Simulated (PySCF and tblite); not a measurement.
Results of a calculation; reference values are marked as such.
Stationary points of C₅H₇ClO₂ at GFN2-xTB, in Å:

Structure A

```
 1 C     2.287   -0.101   -0.042
 2 C     1.228    0.093    1.012
 3 O     1.445    0.556    2.100
 4 C    -0.134   -0.386    0.587
 5 Cl   -0.527   -1.942    1.248
 6 C    -0.990    0.271   -0.201
 7 C    -2.326   -0.249   -0.624
 8 O    -0.717    1.509   -0.694
 9 H     1.949    0.279   -1.004
10 H     2.458   -1.171   -0.154
11 H     3.214    0.380    0.256
12 H    -2.270   -1.310   -0.850
13 H    -2.654    0.304   -1.499
14 H    -3.053   -0.104    0.173
15 H     0.090    1.873   -0.311
```

Structure B

```
 1 C     2.484   -0.507    0.397
 2 C     1.274    0.368    0.264
 3 O     1.338    1.591    0.395
 4 C     0.009   -0.268   -0.028
 5 Cl   -0.048   -1.996   -0.207
 6 C    -1.150    0.445   -0.167
 7 C    -2.464   -0.195   -0.466
 8 O    -1.173    1.758   -0.043
 9 H     2.646   -1.055   -0.529
10 H     2.329   -1.234    1.192
11 H     3.352    0.106    0.621
12 H    -2.411   -0.740   -1.406
13 H    -3.229    0.574   -0.529
14 H    -2.721   -0.907    0.317
15 H    -0.244    2.072    0.156
```

Structure C

```
 1 C     2.197    0.329    0.101
 2 C     1.254   -0.549    0.909
 3 O     1.688   -1.245    1.799
 4 C    -0.180   -0.528    0.592
 5 Cl   -1.101   -1.556    1.661
 6 C    -0.883    0.131   -0.361
 7 C    -2.365   -0.006   -0.488
 8 O    -0.369    0.957   -1.283
 9 H     2.224    0.014   -0.943
10 H     3.195    0.201    0.514
11 H     1.926    1.380    0.186
12 H    -2.634   -1.044   -0.670
13 H    -2.707    0.613   -1.313
14 H    -2.854    0.303    0.433
15 H     0.589    1.044   -1.208
```

Level: PBE0/pcSseg-1 + D3(BJ) on GFN2-xTB stationary points, with GFN2-xTB thermal terms.

Q: Which structure is a saddle point, and along which motion?

A: A: one imaginary mode (63i cm⁻¹ at GFN2-xTB, mostly on O3, C1, Cl5), along the rotation about the C2–C4 bond (torsion C1–C2–C4–Cl5 from 0° to 182°, rising).

Q: Give their symmetry and energies above the lowest.

A: A C1, 21.7 kcal/mol; B Cs, 0.0 kcal/mol; C Cs, 16.0 kcal/mol.
